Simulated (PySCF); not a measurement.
SMILES O=S1(=O)C[CH]CC1, doublet (B3LYP/def2-SVP optimised geometry):

```
14

O      0.157    -0.778     2.212
S     -0.052    -0.999     0.774
O     -0.194    -2.351     0.225
C     -1.426     0.104     0.227
C     -0.762     1.417     0.000
C      0.745     1.417     0.000
C      1.219    -0.034    -0.123
H     -1.861    -0.363    -0.677
H     -2.185     0.096     1.026
H     -1.329     2.351     0.000
H      1.127     1.857     0.943
H      1.154     2.042    -0.814
H      1.217    -0.405    -1.159
H      2.185    -0.252     0.352
```

Level of theory: unrestricted B3LYP/def2-TZVP in PySCF 2.14.0.

Task: What are the frontier orbital energies (α orbitals alone; a β orbital can be the lowest empty one) and the dipole moment?

Result: HOMO-2 -8.46 eV, HOMO-1 -8.02 eV, HOMO -6.13 eV, LUMO 0.48 eV, LUMO+1 0.79 eV; dipole moment 4.85 D.

On the same geometry unrestricted PBE/def2-TZVP (PySCF) gives HOMO-2 -7.16 eV, HOMO-1 -6.85 eV, HOMO -5.00 eV, LUMO -0.03 eV, LUMO+1 0.08 eV; dipole moment 4.53 D.

Meta-Löwdin charges at B3LYP/def2-TZVP: O1 -0.82, S2 1.77, O3 -0.81, C4 -0.38, C5 -0.13, C6 -0.20, C7 -0.37, H8 0.14, H9 0.15, H10 0.12, H11 0.13, H12 0.12, H13 0.13, H14 0.14.
